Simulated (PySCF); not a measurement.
**Solvent effects on NMR parameters**

Atom-mapped SMILES (the numbers label the heavy atoms): `[CH3:1][CH2:2][O:3][c:4]1[cH:5][cH:6][c:7]([OH:8])[cH:9][cH:10]1`; H(Xn) means a hydrogen on atom n.

GIAO PBE0/pcSseg-1 in PySCF 2.14.0 with density-fitted response routines on one PBE0-D3(BJ)/def2-SVP conformer, non-relativistic, equivalent nuclei averaged. Solvents enter as an IEF-PCM continuum (chloroform with ε = 4.7, acetonitrile with ε = 35.7) around the gas-phase geometry. Shifts are referred to TMS computed in the same medium.

In chloroform, δ in ppm: C4 156.0, C7 155.7, C6/C9 119.7, C5/C10 119.7, C2 62.3, C1 14.1, H(C5)/H(C10) 6.90, H(C6)/H(C9) 6.87, H(O8) 4.21, H(C2) 4.14, H(C1) 1.23. Dipole moment 0.68 D.

(1) How does each δ change in the more polar medium?

(2) Which nuclei move most (in ppm), and what does the model miss?

Results:

(1) 
```
       atoms                         environment  Δδ, acetonitrile
          C4      aromatic carbon bearing oxygen              +0.2
          C7      aromatic carbon bearing oxygen              +0.4
       C6/C9                         aromatic CH              +0.5
      C5/C10                         aromatic CH              +0.4
          C2                 sp3 CH2 bonded to O              +0.4
          C1                       methyl carbon              +0.2
H(C5)/H(C10)          hydrogen on an aromatic CH             +0.07
 H(C6)/H(C9)          hydrogen on an aromatic CH             +0.10
       H(O8)    hydrogen on a phenol-type oxygen             +0.34
       H(C2)  hydrogen on an sp3 CH2 bonded to O             +0.05
       H(C1)         hydrogen on a methyl carbon             +0.01
```

Changes are relative to chloroform. The dipole moment becomes 0.65 D in acetonitrile.

(2) C7 (aromatic carbon bearing oxygen, +0.4 ppm) and C6/C9 (aromatic CH, +0.5 ppm) and C5/C10 (aromatic CH, +0.4 ppm) in acetonitrile. A continuum only polarises the solute; specific hydrogen bonds, the anisotropy of aromatic solvents and changes of geometry or conformer are outside it.
